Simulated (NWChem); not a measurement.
System: SiAsH₄, doublet; SMILES [SiH2][AsH2]

Here is an NWChem input.

```
start job
memory heap 200 mb stack 900 mb global 1100 mb
geometry units angstroms noautosym nocenter noautoz
  Si    -0.079418     1.623338    -0.012154
  As     0.224611    -0.725457    -0.116569
  H      1.242412     2.323555     0.030651
  H     -0.934318     2.221586    -1.087160
  H     -1.280097    -0.976693    -0.114973
  H      0.279905    -0.744339    -1.644325
end
basis spherical
  * library def2-tzvp
end
dft
  odft
  mult 2
  xc pbe0
  iterations 150
end
property
  efieldgrad
end
task dft property
```

All runs use the structure optimised with PBE0/def2-SVP, spin-unrestricted. No stability test was run on the SCF state.

Vzz is the largest principal value of the second derivative of the potential at the nucleus (NWChem prints the opposite sign); η is the asymmetry. Non-relativistic.

Atoms are numbered as in the input.

**Question.** Give the results of this calculation. (PBE0/def2-TZVP, spin-unrestricted.) Quantities: Vzz As2 (a.u.); η As2.

**Answer.** 
```yaml
Vzz As2 (a.u.): -1.990
"η As2": 0.23
```
